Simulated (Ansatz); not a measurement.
Mg₂Zn₂: single points at one geometry.

```yaml
crystal:
  periodic: [false, false, false]
  atoms:
    - {symbol: Mg, position_ang: [-1.471385, 1.212638, -1.614665]}
    - {symbol: Mg, position_ang: [1.432650, 0.041952, -0.590773]}
    - {symbol: Zn, position_ang: [-1.024004, -0.089174, 0.509935]}
    - {symbol: Zn, position_ang: [1.062738, -1.165427, 1.695502]}
basis:
  gaussian: {orbitals: def2-TZVP, initial_orbitals: start.molden}
magnetization: {spin_polarized: true, initial_magnetization: 4}
hamiltonian: {xc: {name: r2SCAN0}}
scf: {omitted_lower_state_checks: [starts]}
output: {orbitals: {seedname: orbitals}}
```

The file start.molden holds the orbitals of an earlier run on this structure, at another level or in another basis.

```sh
$ ansatz run in.yaml --threads 2 --pin off --events-out ev --progress --plain --max-ram 4352MiB
```

Output, abridged:

```
Functional definition: r2SCAN0
1378 factors; integrals over basis functions are off by at most 4.7e-4 eV
mean field evaluation 1: about -107721.0078 eV, gradient 5.3e0 eV
mean field evaluation 2: about -107721.0696 eV, gradient 1.2e-1 eV
mean field evaluation 4: about -107721.3264 eV, gradient 7.0e-3 eV
mean field evaluation 8: about -107721.3265 eV, gradient 1.0e-5 eV
mean field -107721.32646854 eV, -3958.6857315813 hartree, gradient 1.9e-5 eV, S^2 6.045817; 0 other end points of the search recorded, 0 dependent functions left out
reference -107721.32648498 eV, -3958.6857321853 hartree; 44, 40 occupied and 116, 120 virtual orbitals, 1378 factors
Total energy: -107721.32648498 eV, -3958.6857321853 hartree
Checks for a lower state left out: starts
```

It took 27 s on 2 threads of Arm Neoverse V1 on a shared host, peak host memory 0.68 GiB.

The first input with `hamiltonian: {xc: pbe0}` (abridged; 17 s):

```
Functional definition: PBE0
mean field -107706.62190975 eV, -3958.1453490129 hartree, gradient 1.7e-5 eV, S^2 6.017240
Total energy: -107706.62194053 eV, -3958.1453501441 hartree
Checks for a lower state left out: starts
```

As the first input, with `hamiltonian: {xc: {name: wB97M-V}}` (abridged; 59 s):

```
Functional definition: wB97M-V
mean field -107719.18864396 eV, -3958.6071679771 hartree, gradient 2.2e-5 eV, S^2 6.024569
Total energy: -107719.18868317 eV, -3958.6071694181 hartree
Checks for a lower state left out: starts
```

As the first input, with `hamiltonian: {xc: r2scan}` (abridged; 22 s):

```
Functional definition: r2SCAN
mean field -107723.82028403 eV, -3958.7773776102 hartree, gradient 8.1e-6 eV, S^2 6.032731
Total energy: -107723.82030536 eV, -3958.7773783940 hartree
Checks for a lower state left out: starts
```

The first input with `hamiltonian: {xc: {name: B97M-V}}` (abridged; 30 s):

```
Functional definition: B97M-V
mean field -107703.79915462 eV, -3958.0416146750 hartree, gradient 8.8e-6 eV, S^2 6.005613
Total energy: -107703.79921394 eV, -3958.0416168550 hartree
Checks for a lower state left out: starts
```

The first input with `hamiltonian: {xc: hse06}` (abridged; 16 s):

```
Functional definition: HSE06
mean field -107706.27380330 eV, -3958.1325563367 hartree, gradient 1.7e-5 eV, S^2 6.014675
Total energy: -107706.27384426 eV, -3958.1325578421 hartree
Checks for a lower state left out: starts
```

The first input with `gaussian: {orbitals: STO-3G}`, `hamiltonian: {xc: hf}` (abridged; 22 s):

```
Functional definition: HF
mean field evaluation 16: about -106362.6562 eV, gradient 3.2e0 eV
mean field evaluation 32: about -106369.7905 eV, gradient 1.5e-1 eV
mean field evaluation 64: about -106369.8057 eV, gradient 2.0e-4 eV
a density is far from that of the atoms, so the factors are made again for it
mean field evaluation 96: about -106369.8088 eV, gradient 3.0e-5 eV
mean field -106369.80882127 eV, -3909.0183741357 hartree, gradient 4.0e-6 eV, S^2 8.277421
Total energy: -106369.80882127 eV, -3909.0183741357 hartree
Checks for a lower state left out: starts
```

Geometry: PBE/def2-SVP.

HSE06 is defined as in plane-wave codes, on full-range PBE exchange. At HF/STO-3G the charge 0 quintet is spin-contaminated (final ⟨S²⟩ up to 8.28, 6.00 for a pure state). The order of the spin states hangs on the level: the singlet lies 2.95 eV below the quintet at PBE0/def2-TZVP, but 10.50 eV above it at HF/STO-3G. The structure comes from a short search, and lower isomers may exist.
